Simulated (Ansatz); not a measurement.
## Four-centre ligand exchange

Start structure (CH₇BrSi, closed shell), relaxed at PBE0-D4/def2-TZVP:

```
10
angstrom
Si -0.5039 -0.3864 -0.9605
H 0.1252 0.9268 -1.3022
H -0.0128 -1.3775 -1.9534
H -1.9725 -0.2266 -1.1243
C -0.0609 -0.8873 0.7826
H 0.9042 2.0890 0.0155
Br 1.4287 2.8400 1.1100
H -0.5178 -1.8477 1.0314
H -0.4110 -0.1457 1.5036
H 1.0208 -0.9847 0.8970
```

The step: CH₆Si ([CH3][SiH3]) + HBr → CH₅BrSi ([CH3][SiH2][Br]) + H₂; bonds formed: Si1–Br7, H2–H6; bonds broken: Si1–H2, H6–Br7. Computed with Ansatz 0.2.0 (basis: def2-TZVPP and def2-QZVPP); correlated methods freeze the cores. Filled d shells of the heavier atoms are correlated. The def2 sets are not built for correlating such inner shells, so the correlated values are less sure here. Extrapolation: Hartree–Fock as exp(−7.88 √X), correlation as X^−2.97. Energies below are by CCSD(T) at an estimated basis limit (MP2 extrapolated from triple and quadruple zeta, plus CCSD(T) − MP2 in triple zeta).

**Question.** What are the electronic barrier and the energy of the step, from the start structure to the end structure? (Judge from chemistry; the value comes from the calculation.)

**Answer.** The calculation gives: Barrier 1.482 eV; step energy -0.804 eV (downhill); reverse barrier, their difference, 2.287 eV. Barrier and step energy count from the start structure, the reverse barrier from the end structure.

The saddle point: One imaginary mode of 678i cm⁻¹.
```tsv
pair	start (Å)	saddle (Å)	end (Å)
Si1–Br7	4.29	2.72	2.23
H2–H6	1.92	0.87	0.75
Si1–H2	1.50	1.73	3.87
H6–Br7	1.43	1.94	3.30
```

Zero-point energy (harmonic, PBE0-D4): ZPE is 1.854 eV at the start and 1.871 eV at the saddle, so the barrier goes from 1.482 to 1.499 eV.

T1 diagnostic: at most 0.010.

Labels in which every atom is bracketed show which atoms are joined, not bond orders.

For scale, one of the runs: CCSD(T)/def2-TZVPP, 219 basis functions (an equivalent command: `ansatz run in.yaml --threads 4`). Hardware: 4 CPU threads, shared host. Wall time 91 s; peak host memory 3.2 GiB.
